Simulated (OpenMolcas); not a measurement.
**Ta3+: ligand-field states by method**

Ta3+ with its 6 nearest oxide ions at 2.102 Å, on the Mg site of MgO (a = 4.2112 Å, distance in the model lattice 2.106 Å). The rest of the host is ab initio model potentials to 7.6 Å, with orthogonalisation functions on the cations behind the ligands, and point charges beyond; the distance is set by hand and nothing relaxes, and no local charge compensation is placed. Ligand basis ANO-RCC-VDZP.

```json
{
 "Program": "OpenMolcas 26.06",
 "Basis": "ANO-RCC-VDZP [7s6p4d2f1g]",
 "Scalar Hamiltonian": "DKH2, point nucleus",
 "Active space": "2 electrons in 5 orbitals (5d)",
 "State averaging": "2S+1 = 3 even, 10 roots; 2S+1 = 1 even, 15 roots",
 "Spin-orbit coupling": "state interaction with AMFI integrals over the reference wave functions"
}
```

I. CASSCF
II. SS-CASPT2, IPEA 0.25 Eh, imaginary shift 0.1 Eh (the lowest 17 gerade and 15 ungerade orbitals frozen, chosen by energy and not by shell, so the metal 5p can be frozen and 4f correlated)

Spin-free states (labels of O, the rotations of Oh) in cm-1, each column counted from its own energy of the first state listed:

| State | Degeneracy | I | II |
| --- | --- | --- | --- |
| 3T1 | 3 | 0 | 0 |
| 1T2 | 3 | 8291 | 6850 |
| 1E | 2 | 8330 | 6970 |
| 1A1 | 1 | 19718 | 16570 |
| 3T2 | 3 | 40985 | 38910 |
| 3T1 | 3 | 48363 | 44920 |
| 1T2 | 3 | 50000 | 45900 |
| 1T1 | 3 | 52387 | 48360 |
| 3A2 | 1 | 83548 | 79310 |
| 1E | 2 | 93267 | 86350 |
| 1A1 | 1 | 103543 | 94740 |

From I to II, I's first state of the same spin (3T2) moves from 40985 to 38910 cm-1, by about -2100 cm-1.

From I to II, I's first state of another spin (1T2) moves from 8291 to 6850 cm-1, by about -1400 cm-1.

II: A least-squares ligand-field fit to the states below 45000 cm-1, each weighted by its degeneracy and with a free common offset, gives 10Dq = 40197 cm-1, B = 485 cm-1 and C = 1946 cm-1 (C/B = 4.01), with an rms deviation of 31 cm-1. 

χT at 300 K: I 0.23, II 0.22 cm3 K/mol.

The states above are spin-free; spin-orbit coupling is strong here and shifts and splits them by thousands of cm-1.

Roots that are degenerate in the reference are averaged as groups; the widest CASPT2 spread within a group is 300 cm-1 (the 3-fold group of multiplicity 1 near 48400 cm-1 above the lowest state of its run, II). Shifts and gaps below about the spread of the groups concerned are not significant. Over all roots computed the reference weight is 0.70 to 0.71 in II; a low but even weight reflects the number of correlated electrons. An orbital triplet at a regular site is open to Jahn-Teller coupling, which can distort the site and quench the lowest spin-orbit gaps and is left out. The least metal-like active orbital is 74 % on the metal (Löwdin) and no ligand orbital is active, so the numbers are rough. Ligand-to-metal charge-transfer states are missing. With no ligand orbital active B as a rule stays too high, so bands that hang on it stand too high and its fall with covalency is understated. Without dynamic correlation the repulsion within the d shell is too large (B by tens of per cent), so at a given field states of lower spin stand too high (holds for I). With metal d orbitals alone the field can be off either way by tens of per cent (holds for I). With one d shell and no ligand orbital active, 10Dq can be off by a tenth or more (holds for II). No measured value stands beside these numbers; the geometry was set by hand and not optimised.
